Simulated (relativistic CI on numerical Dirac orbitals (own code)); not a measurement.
## Radial parameters of Cs29+

Method of calculation: Dirac-Coulomb-Breit CI, orbitals from a KLI potential per configuration, QED by a radiative potential, unscaled Slater integrals (own radial code, finite nucleus).

Slater integrals F^k, G^k are unscaled and averaged over j, outside the closed core [Ne]; ζ comes from projecting the Hamiltonian with its Breit term on Σ l·s of the shell.

- 3s²3p⁶3d⁸: F^2(3d,3d) = 391470, F^4(3d,3d) = 251750, ζ(3d) = 49263 cm⁻¹; <r>(3d) = 0.2584, <r^2>(3d) = 0.07798 (bohr units).
- 3s²3p⁵3d⁹: ζ(3p) = 390120, F^2(3p,3d) = 347650, G^1(3p,3d) = 383070, G^3(3p,3d) = 251690, ζ(3d) = 48675 cm⁻¹; <r>(3p) = 0.2852, <r^2>(3p) = 0.09407, <r>(3d) = 0.2589, <r^2>(3d) = 0.07829 (bohr units).
- 3s²3p⁴3d¹⁰: F^2(3p,3p) = 347210, ζ(3p) = 389830 cm⁻¹; <r>(3p) = 0.2856, <r^2>(3p) = 0.09429 (bohr units).

Q: Give the Racah parameters of the d shell in 3s²3p⁶3d⁸.

A: B = F²/49 − 5F⁴/441 = 5135 cm⁻¹ and C = 35F⁴/441 = 19980 cm⁻¹.

Averages of the first 10 configurations, taken without configuration mixing, which lowers the lowest level and can move excited configurations by several eV; other configurations of the list can lie among them:

```tsv
Configuration	Parity	States	Average energy above the lowest level (eV)
3s²3p⁶3d⁸	even	45	17.0
3s²3p⁵3d⁹	odd	60	294.5
3s²3p⁴3d¹⁰	even	15	577.2
3s3p⁶3d⁹	even	20	489.6
3p⁶3d¹⁰	even	1	969.3
3s3p⁵3d¹⁰	odd	12	765.6
3s²3p⁶3d⁷4s	even	240	722.6
3s²3p⁶3d⁷4p	odd	720	793.2
3s²3p⁶3d⁷4d	even	1200	891.2
3s²3p⁴3d⁹4s	even	300	1270.9
```
